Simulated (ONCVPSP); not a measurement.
Which change was made? (B, ONCV)

- Element: boron (B)
- Generator: ONCVPSP 4.0.1
- Type: optimised norm-conserving Vanderbilt (ONCV)
- Functional: LDA (Perdew-Zunger)
- Relativity: scalar-relativistic
- Frozen core: [He]
- Valence charge: 3
- Reference configuration: 2s1 2p2
- Partial waves: 2s: rc 1.70 bohr, ncon 5, nbas 9, qcut 3 1/bohr, 2 projectors, debl 0.6 Ha; 2p: rc 3.85 bohr, ncon 4, nbas 9, qcut 4.6 1/bohr, 2 projectors, debl 1.6 Ha; d scattering state at 0.14 Ha: rc 3.75 bohr, ncon 4, nbas 8, qcut 2.2 1/bohr, 2 projectors, debl 1.1 Ha
- Local potential: polynomial inside 1.05 bohr (lpopt 5, dvloc0 0 Ha)
- Core correction: Teter function fitted to the true core (icmod 2), fcfact 0.6

Cutoffs, loose and tight: the cutoffs (Ha) at which the residual kinetic energy of the hardest occupied pseudo-wave falls to 1 and 0.1 mHa per electron. They do not see the model core or the augmentation charge, which bear on the density cutoff. Test errors are all-electron minus pseudo excitation energies from the reference, over the configurations 2s2 2p1; 2s2 2p0; 2s1 2p0; 2s2 2p0.5; variants that change the core or the reference have their own tests.

The base gives: outcome: generated; cutoff, loose: 36 Ha; cutoff, tight: 72 Ha; bound ghosts: none; GHOST(+) flags above zero: s, d; largest test error (meV): +865.

Task: After one change the result is: outcome: generated; cutoff, loose: 13 Ha; cutoff, tight: 48 Ha; bound ghosts: none; GHOST(+) flags above zero: d; largest test error (meV): +884. Which change was it?
A. s: ncon 3, nbas 7
B. d: qcut 3
C. local potential polynomial inside 1.60 bohr (lpopt 5, dvloc0 -1 Ha)
D. reference 2s1.75 2p1.25
E. all radii but the core radius scaled by about 0.91 (s 1.54, p 3.48, d 3.40 bohr); local potential polynomial inside 0.96 bohr (lpopt 5, dvloc0 0 Ha)

Result: A. The others give: local potential polynomial inside 1.60 bohr (lpopt 5, dvloc0 -1 Ha) → outcome: generated; cutoff, loose: 36 Ha; cutoff, tight: 72 Ha; bound ghosts: p; GHOST(+) flags above zero: s, d; largest test error (meV): +868 | reference 2s1.75 2p1.25 → outcome: generated; cutoff, loose: 36 Ha; cutoff, tight: 72 Ha; bound ghosts: none; GHOST(+) flags above zero: s, d; largest test error (meV): +561 | d: qcut 3 → outcome: generated; cutoff, loose: 36 Ha; cutoff, tight: 72 Ha; bound ghosts: d; GHOST(+) flags above zero: s; largest test error (meV): +865 | all radii but the core radius scaled by about 0.91 (s 1.54, p 3.48, d 3.40 bohr); local potential polynomial inside 0.96 bohr (lpopt 5, dvloc0 0 Ha) → outcome: generated; cutoff, loose: 47 Ha; cutoff, tight: 89 Ha; bound ghosts: d; GHOST(+) flags above zero: s; largest test error (meV): +691.
